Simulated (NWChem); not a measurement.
## Correlation energy of sulfur difluoride (F₂S)

SMILES: FSF
```xyz
3

F      1.2275     0.0000    -0.4916
S      0.0000     0.0000     0.5530
F     -1.2275     0.0000    -0.4916
```
Charge 0, spin multiplicity 1.

Program: NWChem. All single points use one geometry, from PBE0/def2-SVP, a minimum by its harmonic frequencies.

Basis set: cc-pVTZ. Each correlation energy counts from its own Hartree-Fock reference.

The correlated methods keep 7 core orbitals frozen. Coupled-cluster values serve here as a point of comparison, not as the truth.

```csv
method,correlation energy (mHa)
RI-MP2,-675.6
MP2,-675.6
SCS-MP2,___
CR-CCSD[T],-707.9
CR-CCSD(T),-706.7
CCSD,-687.6
CCSD+T(CCSD),-713.6
CCSD(T),___
```

Some entries are withheld; supply them.


- SCS-MP2, correlation energy (mHa): -660.1
- CCSD(T), correlation energy (mHa): -712.0
